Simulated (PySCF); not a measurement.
Xe³⁷⁺: ionisation energy

Xe³⁷⁺ [Ne] 3s2 3p5 (2P) → Xe³⁸⁺ [Ne] 3s2 3p4 (3P), as a difference of total energies. All numbers are calculated (PySCF 2.14, scalar relativity by spin-free X2C-1e, in an uncontracted even-tempered set (18 s from 6.2 bohr⁻², ratio 2.5; 12 p from 8.1 bohr⁻², ratio 2.5; 5 d from 37 bohr⁻², ratio 2.7; 4 f from 55 bohr⁻², ratio 2.7)). Correlated levels: outer shells: 1s2 frozen; virtual orbitals above 40 to 60 times the deepest correlated orbital energy dropped. The calculations carry no spin-orbit coupling.

```
                method  ionisation energy (eV)
                   UHF                  2660.8
    MP2 (outer shells)                  2661.8
SCS-MP2 (outer shells)                  2661.7
   CCSD (outer shells)                  2661.8
CCSD(T) (outer shells)                  2661.8
```

Spin-orbit coupling is strong in these open shells (close to jj coupling). The scalar numbers leave it out and a first-order estimate fails, so it can dominate the gap to the real levels.

Breit and QED terms and the two-electron picture change are absent.

For comparison: 2637 ± 4 eV (theoretical estimate listed by NIST; NIST Atomic Spectra Database, ionization energies).
